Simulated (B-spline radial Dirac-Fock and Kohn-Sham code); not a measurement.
**X-ray form factors of bismuth in several charge states**

Level of theory: relativistic Hartree-Fock (Dirac-Fock) wave functions, averaged over the configuration; a radial B-spline solver.

Configurations: Bi⁵⁸⁺ [Ar] 3d7; Bi⁶¹⁺ [Ar] 3d4; Bi⁶²⁺ [Ar] 3d3; Bi⁶³⁺ [Ar] 3d2; Bi⁶⁴⁺ [Ar] 3d1. The first column is f₀ of Bi⁵⁸⁺, the others are differences from it.

| s (Å⁻¹) | Bi⁵⁸⁺ | Δ Bi⁶¹⁺ | Δ Bi⁶²⁺ | Δ Bi⁶³⁺ | Δ Bi⁶⁴⁺ |
| --- | --- | --- | --- | --- | --- |
| 0 | 25.000 | -3.000 | -4.000 | -5.000 | -6.000 |
| 0.1 | 24.965 | -2.993 | -3.991 | -4.989 | -5.987 |
| 0.2 | 24.862 | -2.974 | -3.966 | -4.958 | -5.950 |
| 0.3 | 24.690 | -2.942 | -3.923 | -4.905 | -5.887 |
| 0.4 | 24.453 | -2.897 | -3.864 | -4.832 | -5.801 |
| 0.5 | 24.153 | -2.841 | -3.790 | -4.741 | -5.693 |
| 0.7 | 23.377 | -2.696 | -3.599 | -4.505 | -5.413 |
| 0.9 | 22.397 | -2.514 | -3.359 | -4.209 | -5.061 |
| 1.1 | 21.251 | -2.304 | -3.082 | -3.866 | -4.654 |
| 1.4 | 19.323 | -1.957 | -2.623 | -3.296 | -3.977 |

Values without a named source are computed, but for edge energies of neutral atoms, which are taken from tables.
